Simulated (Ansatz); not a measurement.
Consider the substitution at a C–C bond: `C=CNCC` + `O[SiH](F)O[SiH2]Cl` → `CO[SiH](F)O[SiH2]Cl` + `C=CNC`.

Program: Ansatz. Geometries: PBE0-D4/def2-TZVP. ΔE: electronic, gas phase. CCSD(T)/CBS is the MP2 limit (def2-TZVPP, def2-QZVPP) plus CCSD(T) − MP2 in def2-TZVPP, frozen cores. Functionals use def2-TZVPP. One conformer a species, not always the lowest.

| level | ΔE (kcal/mol) |
| --- | --- |
| PBE | 15.3 |
| r2SCAN | 15.7 |

(1) What does CCSD(T)/CBS give? (Estimate.)

Largest T1 diagnostic among the species: 0.011.

## Answers

(1) Ansatz gave: +16.4 kcal/mol. The listed levels differ from it by -1.1, -0.7 kcal/mol.

In def2-TZVPP, CCSD(T) changes the Hartree–Fock value by +3.1 kcal/mol (the triples alone add +0.3 kcal/mol) and MP2 by +4.5 kcal/mol.
